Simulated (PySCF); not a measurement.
## `C([SiH2]C=C)[SeH]`, C$_{3}$H$_{8}$SeSi

Molfile (atoms numbered from 1):
```
C3H8SeSi
     RDKit          3D

 13 12  0  0  0  0  0  0  0  0999 V2000
   -1.3881    1.1204    0.7990 C   0  0  0  0  0  0  0  0  0  0  0  0
   -1.0835    0.8755   -0.4667 C   0  0  0  0  0  0  0  0  0  0  0  0
    0.0876   -0.4649   -1.0865 Si  0  0  0  0  0  4  0  0  0  0  0  0
    0.9842   -1.2763    0.3911 C   0  0  0  0  0  0  0  0  0  0  0  0
    2.2840   -0.0847    1.2676 Se  0  0  0  0  0  2  0  0  0  0  0  0
   -0.9646    0.5474    1.6102 H   0  0  0  0  0  0  0  0  0  0  0  0
   -2.0728    1.9020    1.0926 H   0  0  0  0  0  0  0  0  0  0  0  0
   -1.5494    1.4868   -1.2308 H   0  0  0  0  0  0  0  0  0  0  0  0
    1.0854    0.1226   -1.9841 H   0  0  0  0  0  0  0  0  0  0  0  0
   -0.6750   -1.5260   -1.7581 H   0  0  0  0  0  0  0  0  0  0  0  0
    0.2992   -1.6370    1.1578 H   0  0  0  0  0  0  0  0  0  0  0  0
    1.5830   -2.1239    0.0584 H   0  0  0  0  0  0  0  0  0  0  0  0
    1.4055    1.0585    1.3746 H   0  0  0  0  0  0  0  0  0  0  0  0
  1  2  2  0
  2  3  1  0
  3  4  1  0
  4  5  1  0
  1  6  1  0
  1  7  1  0
  2  8  1  0
  3  9  1  0
  3 10  1  0
  4 11  1  0
  4 12  1  0
  5 13  1  0
M  END
```

Level of theory: PySCF, quadratic response B3LYP/def2-SVPD first hyperpolarisability, Taylor convention, gas phase. Geometry: GFN2-xTB.

The calculation is non-relativistic, which matters for the atoms heavier than Zn.

Give the tensor of the second harmonic β(−2ω;ω,ω) at 694.3 nm in the axes of these coordinates.

In au, Taylor convention; rows are the first index (the induced dipole):
|  | xx | yy | zz | xy | xz | yz |
| --- | --- | --- | --- | --- | --- | --- |
| x | -169.2 | -43.4 | -51.8 | -36.5 | +22.3 | +33.6 |
| y | -38.5 | -14.0 | -11.6 | -39.1 | +36.6 | +26.9 |
| z | +20.7 | +32.4 | -157.1 | +44.9 | -52.5 | -22.1 |

Norm of βᵢ = ⅓ Σⱼ (βᵢⱼⱼ + βⱼᵢⱼ + βⱼⱼᵢ): 291.3 au, hyper-Rayleigh value 120.5 au.
